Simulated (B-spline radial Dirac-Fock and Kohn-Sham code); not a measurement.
Method: multi-electron Dirac-Fock with separately optimised hole states, Breit and Lamb-shift corrections added in first order. Computed with a radial B-spline solver. Free neutral atoms.

Question: Order these X-ray lines by photon energy, lowest first.
A. W Lβ4
B. Er Lα2
C. Re Lα1
D. Tb Lβ3
E. Br Kα2
F. Er Lη

Answer: B (6905.7 eV), F (7040.9 eV), D (7100.8 eV), C (8652.0 eV), A (9529.4 eV), E (11876.2 eV).
